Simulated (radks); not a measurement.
Values are calculated unless marked as measured or tabulated.
Spherical jellium clusters: N electrons in a uniform positive sphere of charge N and radius rs N^(1/3), rs = 4.34 bohr. Level of theory: non-relativistic Kohn-Sham, LDA (Slater exchange, Perdew-Wang correlation), spin-polarised, spherical densities (a radial shooting solver with Libxc functionals). Levels are named by radial order and angular momentum (1s, 1p, 1d, 2s, ...), and open shells are averaged over m.

N = 8, configuration 1s2 1p6. This is the lowest configuration that the search found. Occupied and some empty levels:

| level | occupation | eigenvalue (eV) | <r> (bohr) |
|---|---|---|---|
| 1s | 2 | -4.0702 | 5.817 |
| 1p | 6 | -3.0286 | 7.010 |
| 1d | 0 | -1.7652 | 8.138 |
| 2s | 0 | -1.3228 | 8.087 |
| 1f | 0 | -0.43848 | 9.733 |

Energy (eV): total -14.6596, kinetic 11.342, external -236.56, Hartree 116.64, exchange-correlation -26.465, background 120.38. Static polarisability (adiabatic kernel): 909.7 bohr^3, against R^3 = 654.0 for a classical metal sphere.

Electron density:

| r (bohr) | n(r) (e/bohr^3) |
|---|---|
| 0.992 | 0.001998 |
| 2.06 | 0.002516 |
| 3.12 | 0.003154 |
| 4.19 | 0.003602 |
| 5.25 | 0.003574 |
| 6.32 | 0.002978 |
| 7.38 | 0.002024 |
| 8.44 | 0.001106 |
| 9.51 | 0.0005024 |
| 10.6 | 0.0002026 |
| 11.6 | 0.00007504 |
| 12.7 | 0.00002668 |
| 13.8 | 9.083e-06 |
